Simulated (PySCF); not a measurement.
M06 single point of singlet TeSI₂ at its PBE0 minimum.

An equivalent PySCF input for this run (the driver started from the density of an earlier step):

```python
from pyscf import gto, scf, dft
mol = gto.M(atom='''
Te    -0.600855     0.768008    -0.396158
S     -2.291314    -0.146206    -1.510717
I     -0.559796    -0.374494     2.145832
I      1.751679    -0.374494    -1.359996''',
    basis={'Te': 'def2-SVP', 'S': 'def2-SVP', 'I': 'def2-SVP'},
    ecp={'Te': 'def2-SVP', 'I': 'def2-SVP'},
    charge=0, spin=0)
mf = dft.RKS(mol, xc='M06')
mf.grids.atom_grid = (90, 434)
aux = {'Te': 'def2-universal-JKFIT', 'S': 'def2-universal-JKFIT', 'I': 'def2-universal-JKFIT'}
mf = mf.density_fit(auxbasis=aux)
mf.conv_tol = 1e-08
mf.diis_space = 10
mf.max_cycle = 60
mf.verbose = 4
mf.kernel()
```

Excerpt of the output:

```
init E= -1261.70888164778
  HOMO = -0.264736898298036  LUMO = -0.123875147909487  gap/eV = 3.83304
cycle= 1 E= -1261.70977525818  delta_E= -0.000894  |g|= 0.0861  |ddm|= 0.317
  HOMO = -0.250322798807488  LUMO = -0.131196143373378  gap/eV = 3.24160
cycle= 2 E= -1261.68616224746  delta_E= 0.0236  |g|= 0.258  |ddm|= 0.583
  HOMO = -0.265498034879744  LUMO = -0.129913660476036  gap/eV = 3.68944
cycle= 3 E= -1261.71285197755  delta_E= -0.0267  |g|= 0.00672  |ddm|= 0.431
  HOMO = -0.265008021164197  LUMO = -0.129439991353118  gap/eV = 3.68899
cycle= 4 E= -1261.71285745758  delta_E= -5.48e-06  |g|= 0.00487  |ddm|= 0.0183
  HOMO = -0.264796510982133  LUMO = -0.129077252646273  gap/eV = 3.69311
cycle= 5 E= -1261.71286466072  delta_E= -7.2e-06  |g|= 0.00171  |ddm|= 0.0098
  HOMO = -0.26498204000759  LUMO = -0.129223789540695  gap/eV = 3.69417
cycle= 6 E= -1261.71286590368  delta_E= -1.24e-06  |g|= 8.88e-05  |ddm|= 0.00314
  HOMO = -0.264994771215999  LUMO = -0.129225182800807  gap/eV = 3.69448
cycle= 7 E= -1261.71286590782  delta_E= -4.14e-09  |g|= 6.85e-05  |ddm|= 0.000409
  HOMO = -0.264984376175891  LUMO = -0.129226990378328  gap/eV = 3.69415
Extra cycle  E= -1261.71286590203  delta_E= 5.79e-09  |g|= 0.000135  |ddm|= 0.000362
converged SCF energy = -1261.71286590203
```

This run, together with those of the ionised and electron-attached species (not shown), took 26 s on 2 threads of a shared Arm Neoverse V1 host, with 96 basis functions; the process peaked at 1 GiB.
